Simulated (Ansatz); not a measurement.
Cost and result for the atomization energy of CH10N2Si2, SMILES `CN[SiH](N)[SiH3]` (15 atoms, 14 bonds).

Cartesian coordinates in Å:
```
C 2.308 0.126 0.481
N 1.034 -0.548 0.579
Si -0.273 -0.339 -0.512
N -1.217 -1.769 -0.468
Si -1.762 1.419 -0.024
H 3.122 -0.516 0.834
H 2.513 0.363 -0.566
H 2.353 1.067 1.045
H 0.813 -0.870 1.509
H 0.411 -0.018 -1.805
H -0.812 -2.664 -0.695
H -2.205 -1.746 -0.661
H -1.064 2.731 -0.149
H -2.940 1.448 -0.940
H -2.281 1.315 1.371
```

Charge 0, multiplicity 1. The geometry is a stationary point of PBE0-D4/def2-TZVP. It is one conformer, not always the lowest. Program: Ansatz. All runs use 2 threads of an AMD EPYC 7R13 on a shared host and a share of an NVIDIA H100 80 GB. Times are those of one run each, without the atoms' runs, and a repeat can differ threefold. Electronic energies, without spin–orbit coupling; frozen cores. CCSD(T)/CBS adds CCSD(T) − MP2 in def2-TZVPP to the MP2 limit, and its time is that of the two runs behind it. T1 = 0.011. B3LYP takes the VWN-RPA correlation (the form of Gaussian; ORCA's B3LYP/G).

CCSD(T)/CBS is a level of theory with its own doubt, some kJ/mol a heavy atom from the limit and from the frozen cores, so smaller differences don't rank the functionals.

| level | functions | wall time | atomization (kcal/mol) | difference from CCSD(T)/CBS | per bond |
| --- | --- | --- | --- | --- | --- |
| PBE-D4/def2-TZVPP (with forces) | 317 | 6.5 s | 1220.4 | 8.4 | 0.6 |
| PBE0-D4/def2-TZVPP | 317 | 7 s | 1205.5 | -6.5 | -0.5 |
| r2SCAN-D4/def2-TZVPP (with forces) | 317 | 7 s | 1206.1 | -5.9 | -0.4 |
| B3LYP-D4/def2-TZVPP (with forces) | 317 | 8 s | 1215.9 | 3.9 | 0.3 |
| ωB97M-V/def2-TZVPP (with forces) | 317 | 8 s | 1214.9 | 2.9 | 0.2 |
| MP2/def2-QZVPP | 611 | 11 s | 1199.7 | -12.3 | -0.9 |
| ωB97X-V/def2-TZVPP | 317 | 11 s | 1219.6 | 7.6 | 0.5 |
| CCSD(T)/def2-TZVPP | 317 | 11 s | 1176.5 | -35.5 | -2.5 |
| B2PLYP/def2-TZVPP | 317 | 12 s | 1196.8 | -15.2 | -1.1 |
| CCSD(T)/CBS(def2) | – | 22 s | 1212.0 | 0.0 | 0.0 |

The D4 term adds +12.3 kcal/mol with B3LYP and +6.6 kcal/mol with PBE0; it sums over pairs of atoms, weighted by their polarisabilities, and B3LYP, whose exchange is more repulsive, gets the larger term. From PBE to PBE0 (25 % exact exchange), in def2-TZVPP and without D4, the atomization energy moves by −13.8 kcal/mol: exact exchange takes away binding that semilocal exchange gives to molecules. In def2-TZVPP, CCSD(T) changes the Hartree–Fock value by +305.1 kcal/mol (the triples alone add +14.3 kcal/mol) and MP2 by +307.1 kcal/mol; breaking electron pairs costs correlation energy, which Hartree–Fock lacks.
